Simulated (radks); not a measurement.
Er IV, configuration [Xe] 4f11 (the NIST ground configuration).

Calculated with a radial shooting solver on a logarithmic mesh with Libxc functionals: Dirac Kohn-Sham, PBE, spin-unpolarised, spherical densities, point nucleus; open shells fill j = l - 1/2 first.

Energy parts (hartree):
part                       energy
total                 -13098.1376
kinetic                14460.6341
electron-nucleus      -32335.2075
Hartree                 5054.7007
exchange-correlation    -278.2649

Orbitals (lengths in bohr, moments of r in powers of bohr; r(90%) holds 90 % of the orbital's charge):
| orbital | occ. | eigenvalue (hartree) | <1/r> | r(90%) | small-component weight |
|---|---|---|---|---|---|
| 1s1/2 | 2 | -2107.259 | 77.59 | 0.0369 | 6.48e-02 |
| 2s1/2 | 2 | -354.8127 | 18.66 | 0.134 | 1.45e-02 |
| 2p1/2 | 2 | -337.9726 | 18.63 | 0.118 | 1.45e-02 |
| 2p3/2 | 4 | -304.2775 | 16.15 | 0.128 | 1.33e-02 |
| 3s1/2 | 2 | -80.45793 | 6.827 | 0.330 | 4.66e-03 |
| 3p1/2 | 2 | -73.07629 | 6.742 | 0.323 | 4.60e-03 |
| 3p3/2 | 4 | -65.99994 | 6.110 | 0.342 | 4.26e-03 |
| 3d3/2 | 4 | -53.38940 | 5.994 | 0.314 | 4.15e-03 |
| 3d5/2 | 6 | -51.84329 | 5.840 | 0.319 | 4.05e-03 |
| 4s1/2 | 2 | -16.85454 | 2.858 | 0.730 | 1.50e-03 |
| 4p1/2 | 2 | -13.90459 | 2.749 | 0.752 | 1.42e-03 |
| 4p3/2 | 4 | -12.30859 | 2.531 | 0.797 | 1.29e-03 |
| 4d3/2 | 4 | -7.45548 | 2.311 | 0.866 | 1.11e-03 |
| 4d5/2 | 6 | -7.16472 | 2.257 | 0.882 | 1.08e-03 |
| 5s1/2 | 2 | -3.00699 | 1.086 | 1.77 | 3.15e-04 |
| 5p1/2 | 2 | -2.18630 | 0.9640 | 2.00 | 2.53e-04 |
| 5p3/2 | 4 | -1.97063 | 0.8905 | 2.14 | 2.23e-04 |
| 4f5/2 | 6 | -1.32079 | 1.719 | 1.30 | 6.73e-04 |
| 4f7/2 | 5 | -1.27831 | 1.695 | 1.33 | 6.58e-04 |

The highest occupied level is 4f7/2 at -34.785 eV. The density falls to 0.001 e/bohr^3 at r = 3.14 bohr. For comparison, the ionisation energy in NIST's Atomic Spectra Database is 42.42 eV (semi-empirical). In exact Kohn-Sham theory the highest level is minus the ionisation energy, but local and semilocal functionals leave it too shallow, through self-interaction and a potential that decays too fast; potentials with the right tail come closer.

Beside tabulated values, note that spin-unpolarised runs miss the spin-polarisation part of the exchange energy of open shells.
